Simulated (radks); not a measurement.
Trend from Li to Ne: ionisation energy by Delta-SCF between NIST ground configurations, and size. Calculated with a radial shooting solver on a logarithmic mesh with Libxc functionals: scalar-relativistic Kohn-Sham, PBE, spin-polarised, spherical densities, point nucleus; open shells are filled with parallel spins first.

species,configuration,configuration of the ion,IE (eV),NIST (eV),kind,-e(HOMO) (eV)
Li,[He] 2s1,[He],5.591,5.392,exp.,3.228 (2s)
Be,[He] 2s2,[He] 2s1,8.998,9.323,exp.,5.610 (2s)
B,[He] 2s2 2p1,[He] 2s2,8.486,8.298,exp.,4.019 (2p)
C,[He] 2s2 2p2,[He] 2s2 2p1,11.672,11.260,exp.,6.095 (2p)
N,[He] 2s2 2p3,[He] 2s2 2p2,14.904,14.534,exp.,8.299 (2p)
O,[He] 2s2 2p4,[He] 2s2 2p3,13.671,13.618,exp.,7.186 (2p)
F,[He] 2s2 2p5,[He] 2s2 2p4,17.834,17.423,exp.,10.225 (2p)
Ne,[Ne],[He] 2s2 2p5,21.969,21.565,exp.,13.334 (2p)

Reference values: NIST Atomic Spectra Database (exp. = measured, semi-emp. = semi-empirical, theory = theoretical value adopted there). Open shells are spherical and high-spin; term and fine-structure splittings are not resolved.
